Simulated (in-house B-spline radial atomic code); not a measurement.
The numbers below are computed, except where a source is named.
## Building a PAW s channel for Ti, r_c = 2.89 bohr

Ti, [Ar] 3d2 4s2, non-relativistic PBE, spherical and spin-unpolarised, from a B-spline radial code for spherical atoms (atomic units; all potentials screened as in the neutral atom).

Two all-electron partial waves φ1, φ2 are integrated outwards at E1 = ε(4s) = -0.162555 and E2 = E1 + 2 hartree; φ1 is the bound orbital and φ2 has unit norm inside r_c = 2.8909 bohr. Smooth partners are polynomials, r^1(a0 + a1 r² + a2 r⁴ + a3 r⁶), matched to φ and three derivatives at r_c, with no condition on the norm. The local potential is -2.70485 + (0.815924) r² + (-0.103798) r⁴ + (0.00475028) r⁶ inside 2.4509 bohr and the all-electron one outside.

```csv
wave,φ(r_c),φ'(r_c),a0,a1,a2,a3
1,0.5848925,0.01307973,0.1915111,0.02376441,-0.00386798,0.0001411001
2,0.9501865,0.9032605,-2.785763,0.8408383,-0.07156177,0.001859659
```

Inside r_c the overlaps are <φi φj> = [[0.34581, -0.12897], [-0.12897, 1.00000]] and, for the smooth waves, [[0.39893, -0.63089], [-0.63089, 5.16538]]. With χj = (Ej − T − V_local) applied to smooth wave j, the program's quadrature gives the matrix B_ij = <smooth i, χj> as [[0.19218, -2.06153], [-1.05768, 13.43080]].

(1) Check the match of the first wave, and find the augmentation charges q_ij.

(2) B isn't symmetric. Show that D_ij = B_ij + Ej q_ij is.

Solving (T + V_local + Σ p D p) ψ = E (1 + Σ p q p) ψ in a sphere of 9 bohr, whose wall lifts the free-atom level a little, gives these levels:

| all-electron | one projector | two projectors |
| --- | --- | --- |
| -0.161178 | -0.161178 | -0.161178 |
| 0.110999 | 0.104369 | 0.110819 |
| 0.478321 | 0.285668 | 0.477042 |
| 1.003270 | 0.527678 | 0.995056 |
| 1.676110 | 1.054290 | 1.107700 |

(3) What does the second projector gain?

Results:

(1) At r_c the four terms are 0.55364, 0.57415, -0.78100, 0.23810, which sum to 0.5849, φ1(r_c) to rounding. q_ij is the all-electron overlap less the smooth one: [[-0.05312, 0.50192], [0.50192, -4.16538]]. The smooth first wave has a norm of 0.3989 inside r_c against 0.3458, so q11 is negative and must stay small enough for the overlap operator to be positive.

(2) Integrating by parts gives B12 − B21 = (E1 − E2) q12: -2.06153 − (-1.05768) = -1.00385, and −2 × (0.50192) = -1.00385. So D12 = -2.06153 + (1.837445)(0.50192) = -1.13927 and D21 = -1.05768 + (-0.162555)(0.50192) = -1.13927; D11 = 0.20081, D22 = 5.77714. The projectors, p = (B⁻¹)ᵀ χ, are dual to the smooth waves; det B = 0.4.

(3) With one projector the errors are 0.00, -6.63 millihartree, and the level at 0.2857 is out of step with the all-electron series: an extra state, or one far too low, so the pairing ends there; skipping it, the next levels are off by +49.4, +51.0 millihartree. With two the errors are 0.00, -0.18, -1.28, -8.21 millihartree, and the level at 1.1077 is out of step with the all-electron series: an extra state, or one far too low, so the pairing ends there. The lowest eigenvalue of the overlap operator is 0.6693 with one and 0.02903 with two projectors. The smooth orbital alone needs a cutoff of 1.84 hartree for 1 millihartree of kinetic energy, against 2.78 for a norm-conserving Troullier-Martins orbital of the same radius, which is no gain while the set fails.
